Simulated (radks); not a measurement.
Problem. All-electron atom: Sn I in [Kr] 4d9 5s2 5p3 (not the ground configuration). Method: Dirac Kohn-Sham, PBE, spin-unpolarised, spherical densities, finite nucleus; open shells fill j = l - 1/2 first; Fermi nuclear charge, rms radius 4.6519 fm; computed with a radial shooting solver on a logarithmic mesh with Libxc functionals.

Spin-orbit splittings of the eigenvalues, e(l+1/2) - e(l-1/2), with zeta = 2 splitting/(2l+1) and mean radii in bohr:

| shell | occ. | splitting (eV) | zeta (eV) | <r> j=l-1/2 | <r> j=l+1/2 |
|---|---|---|---|---|---|
| 2p | 6 | ? | ? | 0.1058 | 0.1112 |
| 3p | 6 | 42.13 | 28.08 | 0.3298 | 0.3410 |
| 3d | 10 | 8.697 | 3.479 | 0.3124 | 0.3160 |
| 4p | 6 | 7.687 | 5.124 | 0.8598 | 0.8885 |
| 4d | 9 | 1.097 | 0.4387 | 1.061 | 1.074 |
| 5p | 3 | 0.5607 | 0.3738 | 2.890 | 3.027 |

Estimate the 2p splitting.

Solution. 230.6 eV (zeta = 153.7 eV).
